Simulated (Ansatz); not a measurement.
Ansatz (a first-principles code) job for BaF, SMILES [F][Ba], multiplicity 2, PBE-D3(BJ)/def2-TZVPD. 

Ansatz 0.2 input:
```yaml
crystal:
  periodic: [false, false, false]
  atoms:
    - {symbol: Ba, position_ang: [0.00000000, 0.00000000, -0.30152387]}
    - {symbol: F, position_ang: [0.00000000, 0.00000000, 1.87614853]}
basis:
  gaussian:
    orbitals: def2-TZVPD
hamiltonian:
  xc: pbe
  dispersion: d3bj
magnetization: {spin_polarized: true, initial_magnetization: 1}
relax: {f_tol: 0.002, max_steps: 200}
```

It prints:

```
WARN ansatz: RAYON_NUM_THREADS=1 ignored (pool sized by the plan → 1); use --threads N
Functional definition: PBE
integrals: 0.02 GiB planned
484 factors; their error is unknown
mean field: 0.20 GiB planned
mean field evaluation 1: about -3407.0370 eV, gradient 3.6e1 eV
mean field evaluation 2: about -3164.9752 eV, gradient 1.9e2 eV
mean field evaluation 4: about -3411.2895 eV, gradient 5.6e0 eV
mean field evaluation 8: about -3411.4526 eV, gradient 1.2e-1 eV
mean field evaluation 16: about -3411.4498 eV, gradient 7.7e-6 eV
mean field -3411.44981919 eV, -125.3684684915 hartree, gradient 4.7e-6 eV, S^2 0.750203; 1 other end points of the search recorded, 0 dependent functions left out
the calculation of the forces begins
reference -3411.44986426 eV, -125.3684701477 hartree; 10, 9 occupied and 70, 71 virtual orbitals, 484 factors
relax step   1: F+E_penalty+E_count = -3411.46695001 eV  Δ(F+E_penalty+E_count) = +0.000e0 eV  max|allowed force component| = 1.432e-1 eV/Å  Δτ_max = 0.0000 Å  (47 SCF iters, accepted)
these checks for a lower state are left out or cut short: starts, cluster_reference, orbital_swaps, neighbouring_geometries, increment
integrals: 0.02 GiB planned
484 factors; their error is unknown
mean field: 0.20 GiB planned
mean field evaluation 32: about -3411.4506 eV, gradient 4.3e0 eV
mean field -3411.45054461 eV, -125.3684951501 hartree, gradient 1.9e-5 eV, S^2 0.750202; 0 other end points of the search recorded, 0 dependent functions left out
the calculation of the forces begins
reference -3411.45058962 eV, -125.3684968044 hartree; 10, 9 occupied and 70, 71 virtual orbitals, 484 factors
relax step   2: F+E_penalty+E_count = -3411.46768314 eV  Δ(F+E_penalty+E_count) = -7.331e-4 eV  max|allowed force component| = 4.529e-2 eV/Å  Δτ_max = 0.0073 Å  (30 SCF iters, accepted)
these checks for a lower state are left out or cut short: starts, cluster_reference, orbital_swaps, neighbouring_geometries, increment
integrals: 0.02 GiB planned
484 factors; their error is unknown
mean field: 0.20 GiB planned
mean field -3411.45062432 eV, -125.3684980793 hartree, gradient 2.3e-5 eV, S^2 0.750202; 0 other end points of the search recorded, 0 dependent functions left out
the calculation of the forces begins
reference -3411.45066934 eV, -125.3684997340 hartree; 10, 9 occupied and 70, 71 virtual orbitals, 484 factors
relax step   3: F+E_penalty+E_count = -3411.46776107 eV  Δ(F+E_penalty+E_count) = -7.793e-5 eV  max|allowed force component| = 3.602e-4 eV/Å  Δτ_max = 0.0017 Å  (32 SCF iters, accepted)
integrals: 0.02 GiB planned
484 factors; their error is unknown
mean field: 0.20 GiB planned
mean field evaluation 64: about -3411.4506 eV, gradient 4.7e-5 eV
mean field -3411.45062432 eV, -125.3684980793 hartree, gradient 2.5e-5 eV, S^2 0.750202; 4 other end points of the search recorded, 0 dependent functions left out
the calculation of the forces begins
reference -3411.45066934 eV, -125.3684997340 hartree; 10, 9 occupied and 70, 71 virtual orbitals, 484 factors
Total energy: -3411.46780610 eV, -125.3691294981 hartree
Atom 0 at     0.000000    -0.000000    -0.295890 Å, force     0.000000    -0.000000    -0.000360 eV/Å
Atom 1 at    -0.000000     0.000000     1.870515 Å, force    -0.000000    -0.000000     0.000360 eV/Å
Dipole moment:    -0.000000     0.000000    -0.626766 e Å
```

The run converged.
